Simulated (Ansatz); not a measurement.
A short molecular-dynamics run on Be₈O₈, a nanocrystal cut from wurtzite BeO (bare).

```yaml
crystal:
  periodic: [false, false, false]
  atoms:
    - {symbol: O, position_ang: [0.727643, -1.204044, -3.194906]}
    - {symbol: Be, position_ang: [0.033597, 0.020507, -3.498942]}
    - {symbol: Be, position_ang: [0.775562, -1.321376, -1.707847]}
    - {symbol: O, position_ang: [0.006252, 0.003807, -0.747833]}
    - {symbol: O, position_ang: [0.674857, -1.214323, 1.695546]}
    - {symbol: Be, position_ang: [-0.007161, -0.004298, 0.729787]}
    - {symbol: Be, position_ang: [0.521473, -0.975951, 3.144620]}
    - {symbol: O, position_ang: [-0.036354, -0.022327, 4.091904]}
    - {symbol: O, position_ang: [-0.666784, 1.241175, -3.193873]}
    - {symbol: Be, position_ang: [-0.744604, 1.340224, -1.706741]}
    - {symbol: O, position_ang: [-0.706487, 1.195061, 1.696479]}
    - {symbol: Be, position_ang: [-0.577952, 0.941327, 3.145364]}
    - {symbol: O, position_ang: [1.390504, -2.418008, -0.777156]}
    - {symbol: Be, position_ang: [1.174322, -2.065031, 0.548627]}
    - {symbol: O, position_ang: [-1.378716, 2.425244, -0.775296]}
    - {symbol: Be, position_ang: [-1.186143, 2.058032, 0.550256]}
basis:
  gaussian: {orbitals: "6-31G*"}
hamiltonian: {xc: {name: revPBE}}
md: {timestep: 1 fs, n_steps: 15, ensemble: nve, temperature: 700, initial_velocities: maxwell_boltzmann, seed: 368}
scf: {omitted_lower_state_checks: [starts]}
```

```sh
$ ansatz run in.yaml --threads 2 --pin off --events-out ev --progress --plain --max-ram 32768MiB --backend cuda --devices 0, --max-vram 18GiB
```

| step | time (fs) | potential energy (eV) | kinetic (eV) | T (K) | conserved (eV) |
| --- | --- | --- | --- | --- | --- |
| 0 | 0.0 | -19605.8179 | 1.2667 | 700 | -19604.5511 |
| 1 | 1.0 | -19605.7833 | 1.2327 | 681 | -19604.5506 |
| 2 | 2.0 | -19605.7048 | 1.1552 | 638 | -19604.5496 |
| 3 | 3.0 | -19605.5979 | 1.0496 | 580 | -19604.5484 |
| 4 | 4.0 | -19605.4823 | 0.9351 | 517 | -19604.5472 |
| 5 | 5.0 | -19605.3771 | 0.8309 | 459 | -19604.5463 |
| 6 | 6.0 | -19605.2969 | 0.7511 | 415 | -19604.5458 |
| 7 | 7.0 | -19605.2487 | 0.7028 | 388 | -19604.5459 |
| 8 | 8.0 | -19605.2312 | 0.6848 | 378 | -19604.5464 |
| 9 | 9.0 | -19605.2362 | 0.6890 | 381 | -19604.5472 |
| 10 | 10.0 | -19605.2513 | 0.7032 | 389 | -19604.5481 |
| 11 | 11.0 | -19605.2631 | 0.7143 | 395 | -19604.5488 |
| 12 | 12.0 | -19605.2609 | 0.7117 | 393 | -19604.5491 |
| 13 | 13.0 | -19605.2387 | 0.6896 | 381 | -19604.5491 |
| 14 | 14.0 | -19605.1968 | 0.6480 | 358 | -19604.5488 |
| 15 | 15.0 | -19605.1414 | 0.5933 | 328 | -19604.5481 |

Velocities are drawn at the set temperature; a run this short doesn't reach equilibrium.

The 6-31G sets use Cartesian d functions.

Frames (Å, forces in eV/Å):

```xyz
16
time=0.0 fs
O     0.728   -1.204   -3.195    0.098   -0.171    0.050
Be    0.034    0.021   -3.499   -0.001   -0.001    0.053
Be    0.776   -1.321   -1.708   -0.091    0.156    0.090
O     0.006    0.004   -0.748   -0.001    0.000    0.135
O     0.675   -1.214    1.696    0.002   -0.009    0.211
Be   -0.007   -0.004    0.730    0.001    0.001   -0.126
Be    0.521   -0.976    3.145   -0.142    0.249   -0.049
O    -0.036   -0.022    4.092    0.001    0.000   -0.107
O    -0.667    1.241   -3.194   -0.098    0.171    0.050
Be   -0.745    1.340   -1.707    0.088   -0.158    0.090
O    -0.706    1.195    1.696   -0.006    0.006    0.210
Be   -0.578    0.941    3.145    0.143   -0.248   -0.050
O     1.391   -2.418   -0.777    0.043   -0.071   -0.170
Be    1.174   -2.065    0.549    0.020   -0.032   -0.108
O    -1.379    2.425   -0.775   -0.040    0.074   -0.170
Be   -1.186    2.058    0.550   -0.018    0.033   -0.108
16
time=1.0 fs
O     0.724   -1.208   -3.203    0.086   -0.186    0.060
Be    0.030    0.019   -3.504   -0.022    0.065    0.118
Be    0.776   -1.330   -1.716   -0.063    0.198    0.095
O     0.012    0.007   -0.755   -0.083   -0.031    0.469
O     0.678   -1.212    1.698   -0.028   -0.024    0.013
Be   -0.019   -0.011    0.735    0.057    0.063   -0.431
Be    0.531   -0.973    3.134   -0.339    0.508    0.463
O    -0.042   -0.027    4.094   -0.027    0.166   -0.476
O    -0.663    1.243   -3.188   -0.118    0.136    0.183
Be   -0.749    1.334   -1.691    0.191   -0.202   -0.206
O    -0.709    1.189    1.694   -0.054    0.126    0.147
Be   -0.584    0.963    3.149    0.323   -0.659    0.176
O     1.399   -2.417   -0.782   -0.093    0.070    0.487
Be    1.167   -2.067    0.562    0.222   -0.273   -0.954
O    -1.380    2.428   -0.769   -0.113    0.189   -0.572
Be   -1.178    2.065    0.544    0.061   -0.148    0.428
16
time=2.0 fs
O     0.720   -1.212   -3.211    0.072   -0.196    0.072
Be    0.027    0.017   -3.509   -0.041    0.129    0.183
Be    0.777   -1.339   -1.724   -0.036    0.237    0.098
O     0.017    0.011   -0.761   -0.166   -0.070    0.774
O     0.681   -1.210    1.701   -0.055   -0.042   -0.204
Be   -0.030   -0.018    0.740    0.118    0.125   -0.699
Be    0.540   -0.969    3.124   -0.520    0.741    0.967
O    -0.048   -0.031    4.095   -0.043    0.324   -0.790
O    -0.659    1.245   -3.181   -0.135    0.093    0.298
Be   -0.754    1.327   -1.676    0.287   -0.231   -0.485
O    -0.711    1.184    1.692   -0.097    0.240    0.105
Be   -0.590    0.983    3.152    0.477   -1.031    0.346
O     1.408   -2.417   -0.786   -0.223    0.182    1.034
Be    1.160   -2.069    0.575    0.411   -0.476   -1.679
O    -1.381    2.431   -0.763   -0.190    0.298   -0.969
Be   -1.169    2.071    0.538    0.142   -0.323    0.950
16
time=3.0 fs
O     0.717   -1.216   -3.219    0.055   -0.199    0.087
Be    0.024    0.015   -3.514   -0.058    0.188    0.248
Be    0.778   -1.347   -1.732   -0.008    0.270    0.101
O     0.022    0.014   -0.767   -0.247   -0.115    1.041
O     0.684   -1.208    1.704   -0.078   -0.069   -0.432
Be   -0.042   -0.024    0.744    0.183    0.182   -0.924
Be    0.548   -0.964    3.115   -0.676    0.935    1.425
O    -0.055   -0.034    4.096   -0.050    0.476   -1.037
O    -0.655    1.246   -3.175   -0.149    0.042    0.390
Be   -0.758    1.320   -1.662    0.371   -0.241   -0.737
O    -0.713    1.178    1.691   -0.131    0.343    0.098
Be   -0.595    1.003    3.156    0.601   -1.357    0.452
O     1.416   -2.416   -0.789   -0.342    0.266    1.457
Be    1.153   -2.072    0.586    0.575   -0.631   -2.254
O    -1.382    2.434   -0.757   -0.262    0.388   -1.323
Be   -1.160    2.077    0.533    0.216   -0.476    1.407
16
time=4.0 fs
O     0.713   -1.220   -3.227    0.036   -0.195    0.105
Be    0.021    0.014   -3.519   -0.071    0.239    0.311
Be    0.778   -1.355   -1.740    0.020    0.297    0.104
O     0.027    0.017   -0.773   -0.323   -0.168    1.266
O     0.687   -1.206    1.706   -0.096   -0.106   -0.653
Be   -0.053   -0.031    0.747    0.254    0.229   -1.099
Be    0.556   -0.958    3.108   -0.801    1.079    1.803
O    -0.061   -0.038    4.096   -0.053    0.623   -1.213
O    -0.651    1.248   -3.168   -0.160   -0.015    0.456
Be   -0.762    1.313   -1.648    0.441   -0.230   -0.954
O    -0.715    1.173    1.689   -0.154    0.430    0.132
Be   -0.600    1.021    3.161    0.695   -1.634    0.495
O     1.424   -2.415   -0.792   -0.447    0.323    1.752
Be    1.147   -2.075    0.595    0.705   -0.728   -2.665
O    -1.383    2.437   -0.752   -0.320    0.446   -1.589
Be   -1.151    2.083    0.530    0.273   -0.590    1.750
16
time=5.0 fs
O     0.710   -1.224   -3.235    0.013   -0.182    0.125
Be    0.017    0.012   -3.523   -0.077    0.279    0.372
Be    0.779   -1.362   -1.747    0.050    0.317    0.108
O     0.032    0.021   -0.778   -0.392   -0.226    1.446
O     0.689   -1.204    1.708   -0.107   -0.155   -0.851
Be   -0.064   -0.037    0.749    0.329    0.264   -1.224
Be    0.562   -0.951    3.103   -0.889    1.166    2.065
O    -0.067   -0.041    4.096   -0.058    0.768   -1.315
O    -0.648    1.250   -3.161   -0.168   -0.075    0.494
Be   -0.766    1.305   -1.635    0.494   -0.195   -1.130
O    -0.717    1.168    1.687   -0.166    0.499    0.208
Be   -0.604    1.038    3.166    0.761   -1.861    0.479
O     1.432   -2.414   -0.793   -0.536    0.357    1.923
Be    1.142   -2.079    0.601    0.797   -0.763   -2.907
O    -1.385    2.441   -0.749   -0.354    0.462   -1.732
Be   -1.142    2.088    0.528    0.303   -0.654    1.938
16
time=6.0 fs
O     0.706   -1.228   -3.243   -0.012   -0.161    0.148
Be    0.014    0.012   -3.527   -0.077    0.307    0.428
Be    0.780   -1.370   -1.755    0.081    0.332    0.115
O     0.036    0.024   -0.781   -0.453   -0.288    1.581
O     0.692   -1.203    1.710   -0.113   -0.215   -1.005
Be   -0.075   -0.043    0.750    0.408    0.286   -1.298
Be    0.568   -0.943    3.099   -0.936    1.188    2.186
O    -0.073   -0.044    4.095   -0.068    0.912   -1.345
O    -0.644    1.252   -3.154   -0.174   -0.138    0.505
Be   -0.769    1.297   -1.624    0.531   -0.138   -1.261
O    -0.720    1.163    1.685   -0.166    0.550    0.324
Be   -0.607    1.052    3.171    0.798   -2.040    0.412
O     1.440   -2.413   -0.794   -0.608    0.372    1.977
Be    1.137   -2.084    0.603    0.848   -0.735   -2.982
O    -1.386    2.444   -0.746   -0.356    0.428   -1.731
Be   -1.132    2.092    0.528    0.297   -0.660    1.946
16
time=7.0 fs
O     0.702   -1.233   -3.251   -0.041   -0.131    0.174
Be    0.010    0.011   -3.531   -0.069    0.319    0.481
Be    0.781   -1.376   -1.763    0.113    0.340    0.124
O     0.041    0.027   -0.784   -0.506   -0.353    1.670
O     0.695   -1.201    1.710   -0.117   -0.279   -1.101
Be   -0.085   -0.048    0.749    0.489    0.294   -1.322
Be    0.573   -0.934    3.099   -0.939    1.142    2.149
O    -0.079   -0.046    4.093   -0.086    1.055   -1.303
O    -0.641    1.253   -3.146   -0.177   -0.200    0.489
Be   -0.771    1.290   -1.614    0.551   -0.058   -1.345
O    -0.722    1.159    1.684   -0.156    0.581    0.471
Be   -0.609    1.064    3.177    0.810   -2.170    0.303
O     1.447   -2.411   -0.793   -0.661    0.369    1.916
Be    1.134   -2.090    0.603    0.858   -0.645   -2.896
O    -1.388    2.448   -0.744   -0.321    0.347   -1.585
Be   -1.122    2.096    0.531    0.252   -0.609    1.776
16
time=8.0 fs
O     0.699   -1.237   -3.258   -0.072   -0.094    0.203
Be    0.007    0.011   -3.534   -0.053    0.316    0.527
Be    0.782   -1.383   -1.770    0.146    0.341    0.135
O     0.045    0.029   -0.786   -0.550   -0.419    1.713
O     0.697   -1.199    1.711   -0.121   -0.343   -1.130
Be   -0.095   -0.053    0.747    0.572    0.290   -1.296
Be    0.577   -0.923    3.100   -0.898    1.026    1.952
O    -0.085   -0.048    4.090   -0.116    1.197   -1.192
O    -0.637    1.255   -3.138   -0.178   -0.260    0.447
Be   -0.773    1.282   -1.605    0.554    0.041   -1.383
O    -0.725    1.155    1.683   -0.135    0.593    0.639
Be   -0.610    1.074    3.183    0.797   -2.252    0.160
O     1.454   -2.409   -0.791   -0.693    0.350    1.744
Be    1.131   -2.096    0.599    0.828   -0.502   -2.657
O    -1.391    2.453   -0.743   -0.251    0.223   -1.317
Be   -1.112    2.099    0.536    0.170   -0.506    1.453
16
time=9.0 fs
O     0.695   -1.242   -3.266   -0.104   -0.048    0.235
Be    0.003    0.011   -3.536   -0.030    0.298    0.567
Be    0.783   -1.389   -1.777    0.179    0.338    0.149
O     0.048    0.032   -0.787   -0.584   -0.482    1.711
O     0.700   -1.198    1.710   -0.126   -0.401   -1.094
Be   -0.104   -0.058    0.744    0.652    0.275   -1.222
Be    0.580   -0.911    3.104   -0.814    0.844    1.611
O    -0.092   -0.049    4.086   -0.157    1.334   -1.014
O    -0.634    1.256   -3.130   -0.177   -0.316    0.381
Be   -0.774    1.274   -1.598    0.542    0.156   -1.375
O    -0.727    1.151    1.682   -0.106    0.586    0.817
Be   -0.611    1.082    3.190    0.760   -2.285   -0.006
O     1.461   -2.407   -0.788   -0.701    0.314    1.460
Be    1.130   -2.103    0.592    0.761   -0.313   -2.275
O    -1.393    2.457   -0.744   -0.151    0.067   -0.964
Be   -1.101    2.101    0.542    0.058   -0.367    1.019
16
time=10.0 fs
O     0.692   -1.247   -3.273   -0.138    0.003    0.270
Be   -0.001    0.011   -3.538    0.000    0.264    0.599
Be    0.784   -1.395   -1.784    0.213    0.329    0.164
O     0.052    0.034   -0.787   -0.609   -0.541    1.664
O     0.702   -1.197    1.709   -0.135   -0.447   -1.004
Be   -0.112   -0.063    0.739    0.728    0.252   -1.101
Be    0.582   -0.899    3.109   -0.691    0.603    1.153
O    -0.098   -0.049    4.082   -0.210    1.462   -0.775
O    -0.631    1.257   -3.122   -0.175   -0.364    0.293
Be   -0.775    1.266   -1.592    0.517    0.282   -1.323
O    -0.730    1.148    1.681   -0.070    0.564    0.991
Be   -0.611    1.087    3.196    0.699   -2.267   -0.192
O     1.467   -2.405   -0.784   -0.682    0.262    1.066
Be    1.129   -2.110    0.583    0.659   -0.091   -1.762
O    -1.395    2.461   -0.744   -0.030   -0.106   -0.567
Be   -1.091    2.103    0.549   -0.075   -0.205    0.525
16
time=11.0 fs
O     0.688   -1.251   -3.281   -0.171    0.059    0.307
Be   -0.004    0.012   -3.539    0.035    0.217    0.622
Be    0.786   -1.400   -1.791    0.246    0.317    0.180
O     0.055    0.036   -0.786   -0.626   -0.593    1.572
O     0.705   -1.196    1.707   -0.149   -0.478   -0.873
Be   -0.120   -0.067    0.733    0.795    0.226   -0.936
Be    0.583   -0.885    3.115   -0.533    0.314    0.614
O    -0.105   -0.048    4.078   -0.270    1.570   -0.483
O    -0.628    1.258   -3.113   -0.172   -0.405    0.184
Be   -0.775    1.259   -1.588    0.482    0.413   -1.231
O    -0.733    1.145    1.682   -0.030    0.530    1.148
Be   -0.610    1.089    3.202    0.614   -2.195   -0.390
O     1.472   -2.403   -0.779   -0.633    0.194    0.565
Be    1.128   -2.118    0.573    0.525    0.154   -1.134
O    -1.398    2.466   -0.745    0.103   -0.285   -0.168
Be   -1.080    2.105    0.557   -0.216   -0.038    0.023
16
time=12.0 fs
O     0.684   -1.256   -3.288   -0.204    0.119    0.347
Be   -0.008    0.013   -3.539    0.076    0.157    0.636
Be    0.788   -1.406   -1.798    0.276    0.301    0.196
O     0.057    0.037   -0.784   -0.634   -0.636    1.434
O     0.707   -1.196    1.705   -0.167   -0.494   -0.719
Be   -0.126   -0.071    0.726    0.851    0.199   -0.727
Be    0.583   -0.872    3.122   -0.352   -0.005    0.039
O    -0.112   -0.046    4.073   -0.330    1.646   -0.147
O    -0.625    1.259   -3.105   -0.169   -0.435    0.058
Be   -0.774    1.252   -1.584    0.439    0.544   -1.102
O    -0.736    1.142    1.683    0.012    0.490    1.273
Be   -0.608    1.089    3.208    0.506   -2.066   -0.598
O     1.478   -2.400   -0.774   -0.553    0.111   -0.030
Be    1.129   -2.125    0.560    0.364    0.408   -0.415
O    -1.400    2.470   -0.746    0.238   -0.457    0.200
Be   -1.070    2.107    0.564   -0.355    0.117   -0.446
16
time=13.0 fs
O     0.680   -1.260   -3.294   -0.234    0.179    0.389
Be   -0.012    0.014   -3.539    0.120    0.087    0.641
Be    0.790   -1.410   -1.804    0.304    0.283    0.211
O     0.060    0.038   -0.781   -0.633   -0.667    1.254
O     0.709   -1.195    1.702   -0.188   -0.494   -0.556
Be   -0.132   -0.075    0.718    0.891    0.175   -0.479
Be    0.584   -0.858    3.130   -0.160   -0.332   -0.530
O    -0.118   -0.043    4.068   -0.377    1.672    0.216
O    -0.622    1.259   -3.096   -0.165   -0.455   -0.085
Be   -0.773    1.245   -1.583    0.391    0.669   -0.940
O    -0.739    1.140    1.685    0.054    0.451    1.355
Be   -0.606    1.087    3.213    0.375   -1.877   -0.814
O     1.482   -2.398   -0.769   -0.445    0.019   -0.692
Be    1.130   -2.131    0.548    0.182    0.657    0.360
O    -1.402    2.474   -0.747    0.368   -0.615    0.517
Be   -1.060    2.108    0.572   -0.481    0.248   -0.848
16
time=14.0 fs
O     0.676   -1.265   -3.301   -0.261    0.239    0.433
Be   -0.015    0.015   -3.538    0.165    0.009    0.636
Be    0.792   -1.415   -1.810    0.328    0.263    0.223
O     0.061    0.039   -0.777   -0.625   -0.684    1.033
O     0.711   -1.196    1.699   -0.211   -0.482   -0.395
Be   -0.137   -0.079    0.710    0.914    0.156   -0.197
Be    0.584   -0.845    3.136    0.024   -0.643   -1.050
O    -0.126   -0.040    4.063   -0.397    1.629    0.589
O    -0.620    1.260   -3.087   -0.161   -0.464   -0.240
Be   -0.772    1.240   -1.582    0.339    0.784   -0.750
O    -0.741    1.138    1.687    0.091    0.420    1.382
Be   -0.603    1.083    3.217    0.222   -1.629   -1.035
O     1.487   -2.395   -0.765   -0.318   -0.078   -1.379
Be    1.130   -2.138    0.536   -0.007    0.888    1.141
O    -1.404    2.477   -0.748    0.485   -0.751    0.769
Be   -1.051    2.111    0.578   -0.588    0.343   -1.160
16
time=15.0 fs
O     0.672   -1.269   -3.307   -0.283    0.297    0.477
Be   -0.018    0.016   -3.537    0.211   -0.074    0.621
Be    0.795   -1.419   -1.816    0.347    0.241    0.234
O     0.063    0.039   -0.773   -0.611   -0.687    0.776
O     0.713   -1.196    1.696   -0.234   -0.459   -0.242
Be   -0.141   -0.082    0.702    0.918    0.144    0.113
Be    0.584   -0.832    3.142    0.182   -0.914   -1.486
O    -0.133   -0.035    4.059   -0.374    1.498    0.952
O    -0.617    1.260   -3.079   -0.157   -0.461   -0.406
Be   -0.770    1.235   -1.582    0.287    0.885   -0.539
O    -0.744    1.136    1.691    0.124    0.402    1.347
Be   -0.600    1.078    3.220    0.050   -1.322   -1.258
O     1.492   -2.393   -0.761   -0.187   -0.169   -2.028
Be    1.131   -2.143    0.525   -0.187    1.086    1.860
O    -1.406    2.481   -0.748    0.585   -0.863    0.951
Be   -1.042    2.113    0.583   -0.671    0.394   -1.371
```

Hardware: 2 threads of AMD EPYC 7R13 on a shared host and a share (18 GiB) of an NVIDIA H100 80GB HBM3. Wall time 49 s, peak host memory 0.86 GiB.
